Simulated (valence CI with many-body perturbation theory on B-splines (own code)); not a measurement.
Au⁵⁶⁺: input, log and results

Method: valence CI with perturbative core correlation (CI+MBPT): five valence electrons over a frozen Dirac-Fock core [Ar], radial functions for each j: 7 s, 7 p, 8 d, 6 f, 4 g, 1 h, with the one-electron correlation potential Σ1 (screened to all orders), the two-electron term Σ2, the three-electron term Σ3, Breit, model QED; selected single and double excitations, second order for the rest, scaled by the run's own slope (own B-spline code, finite nucleus).

Command, and the settings that its task file holds:

```sh
python run_cv.py task.json out
```

```
atom Au  Z=79  mass_number=197  rms_radius_fm=5.4371
core [Ar]
valence 3d5
avg = 1
basis = M
beyond = 1
breit = 1
cap = 32000
capref = 2200
cscale = 1
de = 0.0
dress = 0
eps = 2e-08
extrap = 1
h = 0.27
hh = 1
l2 = 3
lcore = 6
maxit = 60
n2 = 5
natural = 1
nlev = 190
nno = [4, 4, 5, 4, 3, 1]
nroot = 40
nsp = [3, 3, 3, 2, 1, 0]
pt2 = 1
qed = 1
rpa = 1
s1 = 1
s2 = 1
s3 = 1
screen = 1
tol = 2e-05
whole = 1
```

(1) Roughly how long does this run take on one core of Intel(R) Xeon(R) Processor @ 2.30GHz, and how much memory?

Log. The first blocks belong to the next ion, which gives the ionisation energy. Fields: 2J, parity (1 odd), roots, reference size, generating configurations, candidates as configurations/state functions, variational space P, stored matrix elements, Davidson steps; e2 is the range of second-order energies in hartree. The first line gives the box (bohr), its intervals, the orbitals and the steps of their self-consistent field. Window is the range of levels sought, series limit the energy at which the first omitted orbital would enter, core excitation an estimate of the first excitation out of the core, left out the lowest levels not solved, and shifts from estimates the range by which levels moved from their first estimate, all in cm⁻¹.

```
rmax 2.0 intervals 55 orbitals 59 references ['3d5', '3d4 4s', '3d4 4p'] scf 4 t 0.9
2J=0 par=0 roots 2 ref 17 generators 4 cand 2409/4463 P 1524/2820 nnz 1.6e+06 it 4
2J=0 par=0 roots 2 ref 17 generators 4 cand 898/1660 P 1930/3630 nnz 2.6e+06 it 3
   second order: generators 7 cand 3702/9407 e2 -0.00001 -0.00001
reference levels 1767, estimated 37, window 3208744 1/cm; series limit 34580784, core excitation 2744625
2J=5 par=0 roots 10 ref 152 generators 5 cand 3257/42444 P 450/6386 nnz 9e+06 it 5
2J=5 par=0 roots 10 ref 152 generators 5 cand 3021/38706 P 2009/27120 nnz 1.4e+08 it 8
   second order: generators 7 cand 5638/167221 e2 -0.00067 -0.00035
2J=7 par=0 roots 7 ref 137 generators 3 cand 3250/44985 P 357/6398 nnz 1e+07 it 5
2J=7 par=0 roots 7 ref 137 generators 3 cand 3060/41210 P 1544/24812 nnz 1.3e+08 it 6
   second order: generators 3 cand 1873/22796 e2 -0.00100 -0.00076
2J=11 par=0 roots 3 ref 67 generators 3 cand 2926/33690 P 484/6400 nnz 1e+07 it 4
2J=11 par=0 roots 3 ref 67 generators 3 cand 2656/29854 P 2053/25137 nnz 1.3e+08 it 5
   second order: generators 3 cand 1087/11117 e2 -0.00020 -0.00016
2J=3 par=0 roots 7 ref 127 generators 3 cand 3217/32825 P 491/6398 nnz 9.8e+06 it 5
2J=3 par=0 roots 7 ref 127 generators 3 cand 2950/29029 P 2299/25772 nnz 1.3e+08 it 7
   second order: generators 6 cand 6943/176580 e2 -0.00017 -0.00013
2J=9 par=0 roots 5 ref 107 generators 3 cand 3139/41418 P 398/6400 nnz 1e+07 it 4
2J=9 par=0 roots 5 ref 107 generators 3 cand 2921/37623 P 1662/25009 nnz 1.3e+08 it 5
   second order: generators 3 cand 1657/19014 e2 -0.00081 -0.00044
2J=1 par=0 roots 4 ref 74 generators 3 cand 2957/16968 P 885/6393 nnz 9.3e+06 it 5
2J=1 par=0 roots 4 ref 74 generators 3 cand 2417/13146 P 2829/17702 nnz 6e+07 it 6
   second order: generators 3 cand 473/1837 e2 -0.00001 -0.00001
2J=13 par=0 roots 1 ref 35 generators 1 cand 2251/23671 P 532/6369 nnz 1.2e+07 it 4
2J=13 par=0 roots 1 ref 35 generators 1 cand 1954/19829 P 1770/19653 nnz 9.3e+07 it 5
   second order: generators 1 cand 716/6545 e2 -0.00003 -0.00003
left out: unestimated 17273023, estimated none, shifts from estimates -452 to 439
operators 1.5
```

The Davidson iterations converged.

No measured spectrum was set against this ion. As an estimate, large intervals hold to a few tenths of a per cent, small ones and those within an open d or f shell to about a per cent. Excitations out of the core, of the other parity, are not computed and may begin above about 272 eV (a cautious bound); beyond it only levels of the ground parity were kept, without lifetimes. Only levels of the ground parity were solved; by the run's estimate the other parity begins above the list, which can be wrong where configurations are misplaced.

| Quantity | Value |
| --- | --- |
| Valence energy | -1098.767 hartree |
| Ionisation energy | 5593.6 eV (NIST: 5594 ± 5 eV (theoretical)) |
| Reference configurations for the orbitals | 3d5, 3d4 4s, 3d4 4p |
| Radial orbitals | 59 |
| Box radius | 2.011 bohr |
| Largest variational space | 27120 |
| Lowest levels | (3d3/2^4 3d5/2) J=5/2 0, (3d3/2^3 3d5/2^2) J=5/2 [a] 672140, (3d3/2^3 3d5/2^2) J=7/2 [a] 771420, (3d3/2^3 3d5/2^2) J=11/2 780330, (3d3/2^3 3d5/2^2) J=3/2 [a] 789970, (3d3/2^3 3d5/2^2) J=9/2 832370, (3d3/2^3 3d5/2^2) J=5/2 [b] 867880, (3d3/2^3 3d5/2^2) J=7/2 [b] 905350, (3d3/2^3 3d5/2^2) J=1/2 906050, (3d3/2^3 3d5/2^2) J=3/2 [b] 1064900, (3d3/2^2 3d5/2^3) J=5/2 [a] 1433400, (3d3/2^2 3d5/2^3) J=7/2 [a] 1511000, (3d3/2^2 3d5/2^3) J=11/2 1511900, (3d3/2^2 3d5/2^3) J=9/2 [a] 1530400 cm⁻¹ |

Levels are named by their leading jj configuration (3d3/2^4 stands for four electrons in 3d with j = 3/2), which in mixed levels can hold well under half, so a name can repeat and another be missing. Letters in brackets count levels of one name in rising energy.

Answers

(1) 57 s on 1 thread of Intel(R) Xeon(R) Processor @ 2.30GHz, on a shared host, peak memory 1.2 GiB.
